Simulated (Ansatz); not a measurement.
Basis-set extrapolation for AlFH4O2Si, SMILES `[OH][Al]([F])[O][SiH3]` (PBE0-D4/def2-TZVP geometry, frozen core, the Gaussian-basis code of Ansatz). Multiplicity 1, RHF reference.

```csv
,def2-TZVPP,def2-QZVPP
HF,-782.736032,-782.766018
MP2 correlation,-0.922526,-1.001818
CCSD(T) correlation,-0.975429,not run
```

Energies in hartree. Use E(X) = E(∞) + A·exp(−7.88·√X) for Hartree–Fock and E(X) = E(∞) + B·X^(−2.97) for correlation, with X = 3 and 4, and add CCSD(T) minus MP2 of the smaller set to the MP2 limit.

Problem. What is the CCSD(T) energy at the basis-set limit?

Solution. HF limit: -782.766018 + (-0.029986) × 0.13774 = -782.77015. MP2 limit: -1.001818 + (-0.079292) × 0.74074 = -1.06055. Higher-order term: -0.975429 − (-0.922526) = -0.05290. Total: -783.88360 hartree, 452.0 kJ/mol below CCSD(T)/def2-TZVPP.
